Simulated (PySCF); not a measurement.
wavenumber (cm⁻¹), absorption (km/mol per cm⁻¹) and a bar:
```
        0      0.003 
       45      0.003 
       89      0.003 
      134      0.004 
      178      0.004 
      223      0.005 
      267      0.006 
      312      0.007 
      356      0.008 
      401      0.010 
      445      0.012 
      490      0.015 
      534      0.020 
      579      0.028 
      623      0.042 #
      668      0.070 #
      712      0.138 ##
      757      0.361 #####
      801      1.251 ################
      846      0.722 #########
      890      0.221 ###
      935      0.099 #
      979      0.055 #
     1024      0.036 
     1068      0.025 
     1113      0.019 
     1157      0.015 
     1202      0.012 
     1246      0.011 
     1291      0.009 
     1335      0.009 
     1380      0.008 
     1424      0.008 
     1469      0.008 
     1513      0.008 
     1558      0.008 
     1602      0.008 
     1647      0.009 
     1691      0.010 
     1736      0.011 
     1780      0.012 
     1825      0.015 
     1869      0.017 
     1914      0.021 
     1958      0.027 
     2003      0.036 
     2047      0.051 #
     2092      0.076 #
     2136      0.128 ##
     2181      0.257 ###
     2225      0.699 #########
     2270      2.332 ##############################
     2314      1.115 ##############
     2359      0.353 #####
     2403      0.161 ##
     2448      0.090 #
     2492      0.058 #
     2537      0.040 
     2581      0.029 
     2626      0.023
```

This is the computed harmonic infrared spectrum of singlet OsH4, Lorentzian lines of 66 cm⁻¹ full width. Level of theory: PBE0/[Os def2-TZVP with ECP60, H def2-TZVP], scalar-relativistic core potentials, density fitting, no spin–orbit coupling, PySCF.

Task: Which bands make it up, and how are they assigned?

Result: In Td symmetry, counting bands above 1 % of the strongest: 813 cm⁻¹ (t2, bend, 147 km/mol); 2278 cm⁻¹ (t2, stretch, 256 km/mol).

Stability towards spin polarisation was not tested. Other isomers or separated fragments may lie lower. With an element this heavy the missing spin–orbit coupling can shift these numbers.
